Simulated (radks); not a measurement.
The numbers below are computed, except where a source is named.
Correlation energies from several functionals, in hartree. Species: Eu+ [Xe] 4f7 6s1; Ag [Kr] 4d10 5s1; V21+ [He]; Br2+ [Ar] 3d10 4s2 4p3. Level of theory: non-relativistic Kohn-Sham, PBE, spin-polarised, spherical densities, point nucleus (a radial shooting solver on a logarithmic mesh with Libxc functionals). Every spin shell is full or empty, so the densities are truly spherical. Functionals are evaluated on that one density, not self-consistently.

\begin{tabular}{lrrrr}
functional & Eu+ & Ag & V21+ & Br2+ \\ \hline
PW92 & -6.1351 & -4.4414 & -0.25056 & -3.0374 \\
PZ & -6.1277 & -4.4389 & -0.25140 & -3.0315 \\
Chachiyo & -6.0525 & -4.3811 & -0.24895 & -2.9919 \\
PBEsol & -3.9423 & -2.8002 & -0.062847 & -1.8425 \\
P86 & -3.9534 & -2.8016 & -0.15765 & -1.8308 \\
PW91 & -3.7719 & -2.6706 & -0.068839 & -1.7508 \\
AM05 & -5.7469 & -4.1330 & -0.21834 & -2.8080 \\
revTPSS & -3.5348 & -2.5046 & -0.051023 & -1.6358 \\
SCAN & -3.5394 & -2.4758 & -0.045167 & -1.6145 \\
r2SCAN & -3.5557 & -2.4898 & -0.045167 & -1.6274 \\
B95 & -4.3199 & -2.9952 & -0.091446 & -1.9432 \\
\end{tabular}
